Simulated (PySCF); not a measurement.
[PySCF 2.14.0 with density-fitted response routines: σ from GIAO-PBE0/pcSseg-1; GFN2-xTB structure; relativity neglected; no solvent model; rapidly exchanging positions averaged; a single conformation]

Scale: $^{1}$H (31.72 ppm) and $^{13}$C (186.93 ppm) against TMS (reference shieldings calculated alike). Shifts are as computed. Against solution values, carbons near 30 ppm lie about +3 ppm off and those near 130 ppm about +5 ppm. Of 1211 compounds with measured shifts, 218 miss one by over three times the rms of a fit or turn the order of signals round; such compounds aren't used in these exercises. OH and NH positions are gas-phase values without hydrogen bonding to other molecules.

(1) Order these molecules by the shift of their most shielded carbon, lowest δ first.
A. CO[C@@H]1C[C@]1([SiH3])C#N
B. CC1([SiH2]N)CCC1
C. C=C(C)CC(C)(C)C
D. C=N[SiH2]C(C)(C)C

(2) How many $^{13}$C and $^{1}$H signals does each give (equivalence by symmetry and fast rotation, but not about amide C–N or C=N bonds)? `CC1([SiH2]N)CCC1`, `CO[C@@H]1C[C@]1([SiH3])C#N`, `C=N[SiH2]C(C)(C)C`, `C=C(C)CC(C)(C)C`

Answers

(1) A (-2.9 ppm, three-membered-ring carbon), B (16.3 ppm, sp3 CH2 in a ring), D (21.5 ppm, fully substituted sp3 carbon bonded to Si), C (29.7 ppm, allylic methyl carbon).

(2) CC1([SiH2]N)CCC1: 4 C, 7 H; CO[C@@H]1C[C@]1([SiH3])C#N: 5 C, 5 H; C=N[SiH2]C(C)(C)C: 3 C, 4 H; C=C(C)CC(C)(C)C: 6 C, 5 H.
